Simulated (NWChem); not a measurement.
System: CHClF2; SMILES FC(F)Cl

Problem. Give the equilibrium geometry at B3LYP/6-31G* (spherical d) (NWChem) as a Z-matrix, with the point group.

Solution. point group Cs; any orientation.
```
C
F 1 1.3412
F 1 1.3412 2 108.86
H 1 1.0907 2 110.38 3 121.29
Cl 1 1.7962 4 108.51 2 -119.81
```
